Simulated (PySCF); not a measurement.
Job file and geometry (Å, from GFN2-xTB) of an NMR shielding run on `O=S(C[C@H](C)[SiH3])(=O)Cl`, C$_{3}$H$_{9}$ClO$_{2}$SSi, PySCF, GIAO PBE0/pcSseg-1 NMR shielding, non-relativistic, gas phase; density fitting, a coarse starting grid and PySCF grid level 2 are the driver's defaults:

```
$ OMP_NUM_THREADS=1 python probes_run.py task.json out

{"job": {"kind": "nmr", "xc": "PBE0", "basis": "pcSseg-1"}, "charge": 0, "multiplicity": 1}
C     -1.349372     0.583975    -1.456461
C     -0.315705    -0.151497    -0.601438
Si    -1.093210    -1.034046     0.919432
C      0.764935     0.812594    -0.166384
S      1.855471    -0.146693     0.884855
O      1.318513    -0.252685     2.204085
O      2.295458    -1.332055     0.227600
Cl     3.479898     1.073128     1.040515
H     -1.862880     1.343412    -0.871185
H     -2.090854    -0.116258    -1.829871
H     -0.875996     1.069633    -2.309022
H      0.164950    -0.911072    -1.224720
H     -0.306555    -2.176204     1.356104
H     -2.374527    -1.541529     0.406976
H     -1.378316    -0.031151     1.943247
H      1.367568     1.198274    -0.986711
H      0.393625     1.624203     0.453069
```

**Question.** Write the output of this run.

**Answer.** 
```
coarse grid: 15888 points
cycle   1  E = -1416.8839270234  dE =  1.678e+00  |g| = 1.152e+00  |ddm| = 3.913e+00
cycle   2  E = -1416.1869713705  dE =  6.970e-01  |g| = 2.263e+00  |ddm| = 2.675e+00
cycle   3  E = -1417.1248197901  dE = -9.378e-01  |g| = 1.749e-01  |ddm| = 1.937e+00
cycle   4  E = -1417.1307073178  dE = -5.888e-03  |g| = 9.139e-02  |ddm| = 2.750e-01
cycle   5  E = -1417.1325975057  dE = -1.890e-03  |g| = 1.844e-02  |ddm| = 9.496e-02
cycle   6  E = -1417.1326637101  dE = -6.620e-05  |g| = 7.427e-03  |ddm| = 2.234e-02
cycle   7  E = -1417.1326722493  dE = -8.539e-06  |g| = 3.010e-03  |ddm| = 7.332e-03
final grid: 139808 points
cycle   8  E = -1417.2013701559  dE = -1.824e-05  |g| = 1.393e-02  |ddm| = 2.800e-02
cycle   9  E = -1417.2012980412  dE =  7.211e-05  |g| = 2.330e-02  |ddm| = 3.111e-02
cycle  10  E = -1417.2014085749  dE = -1.105e-04  |g| = 2.994e-03  |ddm| = 2.057e-02
cycle  11  E = -1417.2014102351  dE = -1.660e-06  |g| = 5.242e-04  |ddm| = 2.566e-03
cycle  12  E = -1417.2014102855  dE = -5.047e-08  |g| = 2.601e-04  |ddm| = 6.579e-04
cycle  13  E = -1417.2014102974  dE = -1.188e-08  |g| = 5.440e-05  |ddm| = 2.236e-04
cycle  14  E = -1417.2014102980  dE = -5.825e-10  |g| = 1.251e-05  |ddm| = 5.450e-05
converged SCF energy = -1417.2014102980

GIAO shielding tensors (ppm)
atom      isotropic    diamagn.    paramagn.     s11        s22        s33       span
  0 C      167.833     245.845     -78.012    152.963    162.970    187.566     34.603
  1 C      174.461     254.915     -80.454    164.092    175.291    183.999     19.907
  2 Si     405.142     881.387    -476.244    367.939    387.073    460.415     92.476
  3 C      107.514     258.604    -151.091     67.362     96.633    158.546     91.184
  4 S      161.399    1049.568    -888.169     17.672    128.760    337.766    320.094
  5 O       23.798     400.484    -376.686    -63.278     44.380     90.292    153.570
  6 O       39.077     399.696    -360.618    -45.274     45.187    117.319    162.593
  7 Cl     353.790    1144.284    -790.494    -17.670     70.443   1008.597   1026.267
  8 H       30.799      30.299       0.501     26.471     28.833     37.094     10.622
  9 H       30.157      29.651       0.506     25.172     27.755     37.543     12.371
 10 H       30.456      29.684       0.772     25.434     28.168     37.766     12.332
 11 H       30.175      34.387      -4.212     25.001     29.822     35.703     10.702
 12 H       27.457      30.253      -2.796     23.037     27.414     31.921      8.884
 13 H       28.083      30.400      -2.317     24.203     26.472     33.575      9.373
 14 H       27.880      30.545      -2.665     24.515     26.830     32.294      7.779
 15 H       28.072      32.137      -4.065     24.162     28.725     31.330      7.168
 16 H       28.443      33.020      -4.577     25.566     29.153     30.611      5.044
```

**Question.** Turn these shieldings into chemical shifts. Chemical shifts δ = σref − σ; ¹³C (σref 186.93) and ²⁹Si (σref 349.16) and ¹H (σref 31.72) vs TMS; ³³S (σref 503.73) vs CS2; ¹⁷O (σref 336.08) against H2O; ³⁵Cl (σref 949.78) vs HCl, all at this level.

**Answer.** Averaging equivalent atoms: C 3: 79.4; C 0: 19.1; C 1: 12.5; Si 2: -56.0; S 4: 342; O 5: 312.3; O 6: 297.0; Cl 7: 596; H 12/13/14: 3.91; H 15: 3.64; H 16: 3.27; H 11: 1.54; H 8/9/10: 1.25 ppm. Unscaled 17O shifts of doubly bonded oxygen tend to come out too high, by tens of ppm or more. Experimental scales use liquid or dissolved standards, which lie at an offset from isolated H2O (liquid H2O: subtract about 36 ppm).

Size and cost of the density-fitted run: 202 basis functions, 45 s wall time on 1 thread of an Arm Neoverse V1, shared host; peak memory 0.92 GiB.
